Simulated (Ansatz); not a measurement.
F (SMILES [F]), doublet; PBE/6-311G** run with Ansatz (a first-principles code).

The Ansatz input:
Ansatz 0.2 input:
```yaml
crystal:
  periodic: [false, false, false]
  atoms:
    - {symbol: F, position_ang: [0.00000000, 0.00000000, 0.00000000]}
basis:
  gaussian:
    orbitals: 6-311G__.json
hamiltonian:
  xc: pbe
magnetization: {spin_polarized: true, initial_magnetization: 1}
```
The basis file holds 6-311G** in the JSON format of the Basis Set Exchange.

Output, abridged:

```
Functional definition: PBE
152 factors; their error is unknown
mean field evaluation 1: about -2711.5641 eV, gradient 6.6e0 eV
mean field evaluation 2: about -2711.5935 eV, gradient 5.7e0 eV
mean field evaluation 4: about -2711.6693 eV, gradient 7.9e-3 eV
mean field evaluation 8: about -2711.6663 eV, gradient 1.1e-5 eV
mean field evaluation 16: about -2711.6663 eV, gradient 1.4e-6 eV
mean field -2711.66628144 eV, -99.6518978096 hartree, gradient 1.1e-5 eV, S^2 0.750777; 2 other end points of the search recorded, 0 dependent functions left out
reference -2711.66628653 eV, -99.6518979965 hartree; 5, 4 occupied and 13, 14 virtual orbitals, 152 factors
Total energy: -2711.66628653 eV, -99.6518979965 hartree
```
